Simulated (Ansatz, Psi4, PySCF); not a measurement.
ClLi, triplet, geometry from GFN2-xTB (such geometries of metal compounds can be far from the true shape) (a higher spin typed on purpose: for a closed-shell molecule this is an excited state). Base run: PBE/STO-3G run with PySCF.

Geometry (Å):
```xyz
2

Li     0.0000     0.0000    -2.1199
Cl     0.0000     0.0000     0.3741
```
Charge 0, spin multiplicity 3.
Orbitals are unrestricted.
All else is at PySCF's defaults.

The same geometry, method and basis name were run in Ansatz (an electronic-structure program) and Psi4 and PySCF, at each program's defaults and at the settings that a row names. The base is PySCF at its defaults. Differences at the defaults can come from grids, fitting, cores and function types together.

```tsv
code and settings	ΔE vs base (mEh)	basis functions	E (Eh)	SCF cycles	dipole (D)
PySCF, defaults (exact integrals, its default grid, spherical functions)	0.000	14	-462.26906	5	3.53
Psi4, defaults (density fitting with its default set, its default grid, spherical functions)	-0.982	14	-462.27004	5	3.53
Ansatz, defaults (factorised integrals, its default grid, spherical functions)	-0.008	14	-462.26907	-	-
PySCF, density fitting with def2-universal-jkfit	-0.979	14	-462.27004	5	3.53
PySCF, fine grid	-0.008	14	-462.26907	5	3.53
Psi4, exact integrals, spherical functions, fine grid	-0.007	14	-462.26907	6	3.53
Ansatz, high accuracy	-0.007	14	-462.26906	-	-
```

Open shells are given as the SCF converged; they aren't shown to be the lowest states, and a large step between rows can be another state.
